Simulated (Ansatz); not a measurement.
```xyz
10

N     1.2201    0.0119    0.0306
C     0.3452    1.0838   -0.0209
C    -0.9177    0.6646    0.0077
C    -0.9372   -0.6804   -0.0437
C     0.3509   -1.1269    0.0478
H     2.2273    0.0360   -0.0176
H     0.7050    2.2027    0.0277
H    -1.8086    1.3112    0.0318
H    -1.8483   -1.3300   -0.0487
H     0.7256   -2.1909   -0.0327
```

Basis set: cc-pVDZ (spherical functions). Frozen core: 5 orbitals. Charge 0, multiplicity 1.

Computed with Ansatz (development build ahead of 0.2.0); each method stands on the lowest determinant of its kind that the runs found. Restricted open shells among the atoms or ions are ROHF, correlated in semicanonical orbitals with singles.

The atomization energy at this shape (free ground-state atoms in the same class of orbitals less the molecule, no zero-point energy) of singlet C4H5N:

```
method  atomization energy
   RHF            32.35 eV
```

What does RHF-MP2 give?

43.33 eV. Caution: the shape is not the minimum.
